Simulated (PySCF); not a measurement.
PySCF input for Al₂H₄, SMILES [AlH2][AlH2], C-PCM-PBE0/def2-SVP. The structure is a stationary point at TPSSh-D3(BJ)/def2-TZVP.

```python
import numpy as np
from pyscf import gto, scf, dft
from pyscf.solvent import pcm

mol = gto.M(
    atom='''
    Al   -0.00000000    0.00000000   -1.29760760
    Al    0.00000000   -0.00000000    1.29760760
    H     0.95469574    0.95469574   -2.14167675
    H    -0.95469575   -0.95469575   -2.14167675
    H     0.95469575   -0.95469574    2.14167675
    H    -0.95469574    0.95469575    2.14167675
    ''',
    basis='def2-SVP',
    charge=0,
    spin=0,
    max_memory=1600,
    verbose=3,
)
mf = dft.RKS(mol, xc='pbe0').density_fit(auxbasis='def2-universal-jkfit')
mf.grids.level = 3
mf.conv_tol = 1e-9
mf.max_cycle = 100
mf.kernel()
res = {}
for name, eps in {'water': 78.355, '1-octanol': 9.8629, 'N,N-dimethylformamide': 37.219}.items():
    s = mf.PCM()
    s.with_solvent.method, s.with_solvent.eps, s.with_solvent.lebedev_order = 'C-PCM', eps, 29
    s.kernel(mf.make_rdm1())
    res[name] = (s.e_tot, eps, s.dip_moment(), s.mo_energy, s.converged)
    print(f'{name}: electrostatic solvation free energy {(s.e_tot - mf.e_tot) * 627.509474:.3f} kcal/mol')
```

Program output:

```
converged SCF energy = -486.815485378469

WARN: PCM is an experimental feature. It is still in testing.
Features and APIs may be changed in the future.

converged SCF energy = -486.827525753845
Dipole moment(X, Y, Z, Debye):  0.00000,  0.00000, -0.00000
water: electrostatic solvation free energy -7.555 kcal/mol

WARN: PCM is an experimental feature. It is still in testing.
Features and APIs may be changed in the future.

converged SCF energy = -486.826267364633
Dipole moment(X, Y, Z, Debye):  0.00000,  0.00000, -0.00000
1-octanol: electrostatic solvation free energy -6.766 kcal/mol

WARN: PCM is an experimental feature. It is still in testing.
Features and APIs may be changed in the future.

converged SCF energy = -486.827322597052
Dipole moment(X, Y, Z, Debye):  0.00000,  0.00000, -0.00000
N,N-dimethylformamide: electrostatic solvation free energy -7.428 kcal/mol
```

The calculation finished and met its thresholds.

Cost: around 24 core-seconds (rough).
